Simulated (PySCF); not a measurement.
Potential energy of GaCl along the bond

Set-up: basis Ga def2-TZVPP, Cl def2-TZVPP; no relativity; PySCF 2.14. Energies in eV from Ga + Cl in their ground configurations at the same level. State: ¹Σ⁺ (singlet), closed shell.

```
R (Å)  ωB97X-V   M06-L
1.911   -4.072  -4.237
2.000   -4.549  -4.728
2.089   -4.802  -4.996
2.155   -4.886  -5.093
2.222   -4.904  -5.123
2.289   -4.872  -5.103
2.377   -4.773  -5.021
2.489   -4.588  -4.859
2.622   -4.315  -4.613
2.800   -3.914  -4.249
```

**Question.** Put a parabola through the three lowest points of the ωB97X-V curve and estimate Re, k and ωe (reduced mass 23.2 u; 1 eV/Å² = 0.16022 mdyn/Å; ωe = 1302.8·√(k/μ) cm⁻¹).

**Answer.** Through R = 2.155, 2.222, 2.289 Å the second-order coefficient is 5.57 eV/Å², so Re ≈ 2.213 Å, k ≈ 1.78 mdyn/Å and ωe ≈ 361 cm⁻¹. A polynomial fit of higher order to the unrounded ωB97X-V energies gives Re = 2.210 Å, k = 1.89 mdyn/Å, ωe = 372 cm⁻¹; anharmonicity and rounding make the difference.

The higher-order fit for each curve: ωB97X-V: Re = 2.210 Å, ωe = 372 cm⁻¹, De = 4.91 eV; M06-L: Re = 2.226 Å, ωe = 358 cm⁻¹, De = 5.12 eV.
